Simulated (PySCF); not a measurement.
**How methods differ on the interval between two levels of Cu³⁺**

Cu³⁺ [Ar] 3d8 [3F4, M_J = 4] → Cu³⁺ [Ar] 3d7 4p1 [5G6, M_J = 6], as a difference of total energies. Calculation: PySCF 2.14, in x2c-TZVPall-2c (6s7p4d1f, 54 functions); the two-component X2C-1e Hamiltonian. Correlated levels: [Ne] frozen; the 6 highest virtual spinors dropped. "Screened" scales the spin-orbit matrix elements by Boettger's factors to mimic the two-electron term; Breit and QED terms are absent.

```tsv
method	interval between two levels (cm⁻¹)
GHF (spin-free)	179960
GMP2 (spin-free)	192530
GHF (screened spin-orbit)	180440
GMP2 (screened spin-orbit)	193040
```

The labels give the starting determinants; with spin-orbit coupling the two ends relaxed to ⟨J²⟩ = 20.00, ⟨L²⟩ = 12.01, ⟨S²⟩ = 2.00 and ⟨J²⟩ = 42.00, ⟨L²⟩ = 20.05, ⟨S²⟩ = 5.99.
